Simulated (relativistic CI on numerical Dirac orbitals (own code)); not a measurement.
Energy levels of Ga22+

Method of calculation: Dirac-Coulomb-Breit CI, separate exchange-only KLI orbitals for each configuration, model QED (radiative potential, 1s self-energy scaled to tabulated hydrogen-like ionisation energies), unscaled Slater integrals (own radial code, finite nucleus).

Configuration list (outside the closed core 1s2): 2s²2p⁵, 2s2p⁶, 2p⁶3s, 2p⁶3p, 2p⁶3d, 2s²2p⁴3s, 2s²2p⁴3p, 2s²2p⁴3d, 2s2p⁵3s, 2s2p⁵3p, 2s2p⁵3d, 2s²2p⁴4s, 2s²2p⁴4p, 2s²2p⁴4d, 2s²2p⁴4f, 2s2p⁵4s, 2s2p⁵4p, 2s²2p³3s², 2s2p⁵4d, 2s²2p⁴5s, 2s2p⁵4f, 2s²2p⁴5p, 2s²2p⁴5d, 2s²2p³3s3p, 2s²2p⁴5f, 2s²2p⁴5g, 2s²2p³3p², 2s²2p³3s3d, 2s²2p³3p3d, 2s2p⁴3s², 2s2p⁴3s3p, 2s²2p³3d², 2s2p⁵5s, 2s2p⁵5p, 2s2p⁵5d, 2s2p⁴3p². Levels of other configurations are missing.

The lowest level is 2s²2p⁵ ²P°3/2, with 100 % of that term; Hund's rules for 2s²2p⁵ give ²P° with J = 3/2, in agreement.

```tsv
No.	Configuration	Term	J	E (10³ cm⁻¹)	%	jj configuration (%)
1	2s²2p⁵	²P°	3/2	0.0	100	2p3/2^3 (100)
2	2s²2p⁵	²P°	1/2	228.2	100	2p1/2 2p3/2^4 (100)
3	2s2p⁶	²S	1/2	1447.7	100	2s (100)
4	2p⁴(3P)3s	⁴P	5/2	9671.2	85	2p3/2^2 3s (95)
5	2p⁴(3P)3s	²P	3/2	9705.6	61	2p3/2^2 3s (96)
6	2p⁴(3P)3s	⁴P	1/2	9799.6	55	2p3/2^2 3s (87)
7	2p⁴(3P)3s	⁴P	3/2	9885.5	78	2p1/2 2p3/2^3 3s (98)
8	2p⁴(3P)3s	²P	1/2	9912.9	75	2p1/2 2p3/2^3 3s (96)
9	2p⁴(1D)3s	²D	5/2	9982.9	85	2p1/2 2p3/2^3 3s (95)
10	2p⁴(3P)3p	⁴P°	3/2	9989.1	49	2p3/2^2 3p1/2 (92)
11	2p⁴(1D)3s	²D	3/2	9991.0	80	2p1/2 2p3/2^3 3s (97)
12	2p⁴(3P)3p	⁴P°	5/2	10000.4	42	2p3/2^2 3p1/2 (81)
13	2p⁴(3P)3p	²P°	1/2	10048.7	56	2p3/2^2 3p3/2 (84)
14	2p⁴(3P)3p	²D°	5/2	10053.1	56	2p3/2^2 3p3/2 (80)
15	2p⁴(3P)3p	⁴D°	7/2	10057.8	84	2p3/2^2 3p3/2 (96)
16	2p⁴(3P)3p	⁴D°	1/2	10128.0	47	2p3/2^2 3p1/2 (77)
17	2p⁴(3P)3p	²D°	3/2	10149.9	34	2p3/2^2 3p3/2 (77)
18	2p⁴(3P)3p	⁴D°	3/2	10183.0	54	2p3/2^2 3p3/2 (69)
19	2p⁴(3P)3p	⁴P°	1/2	10193.6	62	2p1/2 2p3/2^3 3p1/2 (86)
20	2p⁴(3P)3p	²P°	3/2	10232.9	52	2p1/2 2p3/2^3 3p1/2 (72)
21	2p⁴(1S)3s	²S	1/2	10256.6	61	2p3/2^4 3s (90)
22	2p⁴(3P)3p	⁴D°	5/2	10260.7	58	2p1/2 2p3/2^3 3p3/2 (98)
23	2p⁴(3P)3p	²S°	1/2	10283.0	38	2p1/2 2p3/2^3 3p3/2 (88)
24	2p⁴(3P)3p	²D°	3/2	10288.5	56	2p1/2 2p3/2^3 3p3/2 (92)
25	2p⁴(1D)3p	²F°	5/2	10303.1	71	2p1/2 2p3/2^3 3p1/2 (94)
26	2p⁴(1D)3p	²F°	7/2	10355.7	84	2p1/2 2p3/2^3 3p3/2 (96)
27	2p⁴(1D)3p	²D°	3/2	10365.9	63	2p1/2 2p3/2^3 3p3/2 (85)
28	2p⁴(1D)3p	²D°	5/2	10388.3	82	2p1/2 2p3/2^3 3p3/2 (93)
29	2p⁴(1D)3p	²P°	3/2	10420.1	80	2p1/2 2p3/2^3 3p1/2 (80)
30	2p⁴(3P)3d	⁴D	5/2	10447.9	64	2p3/2^2 3d3/2 (75)
31	2p⁴(3P)3d	⁴D	7/2	10452.3	66	2p3/2^2 3d5/2 (71)
32	2p⁴(3P)3d	⁴D	3/2	10452.9	51	2p3/2^2 3d3/2 (94)
33	2p⁴(3P)3d	²P	1/2	10464.9	42	2p3/2^2 3d3/2 (71)
34	2p⁴(3P)3d	⁴F	9/2	10478.2	83	2p3/2^2 3d5/2 (96)
35	2p⁴(1D)3p	²P°	1/2	10482.3	83	2p1/2 2p3/2^3 3p3/2 (81)
36	2p⁴(3P)3d	²F	7/2	10488.8	60	2p3/2^2 3d3/2 (76)
37	2p⁴(3P)3d	⁴P	1/2	10518.0	52	2p3/2^2 3d5/2 (70)
38	2p⁴(3P)3d	²D	3/2	10541.6	47	2p3/2^2 3d5/2 (75)
39	2p⁴(3P)3d	²F	5/2	10561.4	36	2p3/2^2 3d5/2 (73)
40	2p⁴(3P)3d	⁴F	3/2	10601.5	51	2p3/2^2 3d3/2 (70)
41	2p⁴(3P)3d	⁴F	5/2	10612.8	44	2p3/2^2 3d5/2 (72)
42	2p⁴(1S)3p	²P°	3/2	10637.7	64	2p3/2^4 3p3/2 (88)
43	2p⁴(1S)3p	²P°	1/2	10643.6	84	2p3/2^4 3p1/2 (77)
44	2p⁴(3P)3d	⁴D	1/2	10650.1	67	2p1/2 2p3/2^3 3d3/2 (93)
45	2p⁴(3P)3d	⁴D	3/2	10678.1	36	2p1/2 2p3/2^3 3d3/2 (71)
```

Energies count from the lowest computed level; ° marks odd parity. Percentages are summed over parent terms; the parents shown are those of the largest component, closed shells are left out there. Filled j subshells are mostly left out of the jj labels.

The mean weight of the leading LS term, summed over parents, in these 45 levels is 64 %, and that of the leading jj configuration (from the same eigenvectors) 86 %, so jj coupling describes them better and the LS labels are nominal.

At this charge energies of transitions that change n are usually good to better than 1 %, and those within a shell (Δn = 0) to a few per cent.

LS names give the leading component of a level, which can be under half, so a name can repeat, a term be missing and a line seem to break the LS rules.
